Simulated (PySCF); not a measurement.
NMR data simulated for an unnamed compound:

¹H NMR (300 MHz, computed): δ 8.19 (m, 2H), 7.20 (m, 2H), 2.53 (s, 3H).

¹³C{¹H} NMR (computed): δ 196.2 (C), 173.6 (C), 137.2 (CH), 135.4 (C), 120.3 (CH), 27.4 (CH3).

PySCF 2.14.0 with density-fitted response routines calculation with shieldings: GIAO PBE0/pcSseg-1 and coordinates at the PBE0-D3(BJ)/def2-SVP level; non-relativistic Hamiltonian, one computed conformer, rapidly exchanging positions averaged, no solvent model.

Chemical shifts δ = σref − σ; TMS for ¹H and ¹³C, all at this level.

Which of these does the molecule contain: a benzene ring, a Si–CH3 group, an ester, an OH group, a ketone?

Results:


- A benzene ring: yes.
- A Si–CH3 group: no.
- An ester: no.
- An OH group: no.
- A ketone: yes (δC 196.2).

The data belong to `CC(=O)c1ccc(F)cc1`, C8H7FO; they needn't prove each group on their own.

Carbon signals by region: 2 in the far downfield region (above 160 ppm), 3 in the sp2 and nitrile region (100–160 ppm), 1 below 50 ppm. Above 160 ppm: 196.2, ketone carbonyl carbon, 173.6, aromatic carbon bearing fluorine.

Splittings by ¹⁹F in the carbon and heteronuclear signals aren't shown, as no couplings were computed. Shifts are as computed. Against solution values, carbons near 30 ppm lie about +2 ppm off and those near 130 ppm about +5 ppm. Of 1211 compounds with measured shifts, 218 miss one by over three times the rms of a fit or turn the order of signals round; such compounds aren't used in these exercises. Multiplicities follow the n + 1 count of equivalent neighbours, as no J values were calculated; m marks all less simple cases, F and P coupling included.
